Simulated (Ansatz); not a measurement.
Compare A (`CS[CH2][GeH3]`) with its isomer B (`[CH3][GeH]([CH3])[SH]`).

Gas-phase electronic energies from Ansatz, PBE0-D4/def2-TZVP geometries. CBS: MP2 limit from def2 TZ/QZ plus the TZ coupled-cluster correction, frozen cores. DFT in def2-TZVPP. For Ge outer-core shells are correlated without core-valence functions, which leaves a few kJ/mol of doubt a bond. Scalar relativity is left out up to krypton. One conformer a species, not always the lowest.

Q: Which isomer does CCSD(T)/CBS put lower? Give the gap. (Estimate.)

A: The calculation gave: B, by 35.6 kcal/mol.

Q: Give E(B) − E(A) in kcal/mol with CCSD(T)/def2-SVP, CCSD/def2-TZVPP, MP2/def2-TZVPP, B2PLYP, PBE-D4, LDA (SPW92), PBE0-D4. (Estimate.)

A: The calculation gave: CCSD(T)/def2-SVP -33.9, CCSD/def2-TZVPP -37.1, MP2/def2-TZVPP -37.8, B2PLYP -36.2, PBE-D4 -34.0, LDA (SPW92) -32.3, PBE0-D4 -35.2. None reverses the order clearly.

Q: Does the order hold for the free energy at 298.15 K (harmonic terms from PBE0-D4)? (Best estimate.)

A: Ansatz gave: Yes: G(B) − G(A) = -35.0 kcal/mol, for one conformer each.

Largest T1 diagnostic: 0.011.

From PBE to PBE0 (25 % exact exchange), in def2-TZVPP and without D4, E(B) − E(A) moves by −1.1 kcal/mol. At CCSD(T), def2-SVP lies +1.6 kcal/mol from the extrapolated value and def2-TZVPP −1.1 kcal/mol.
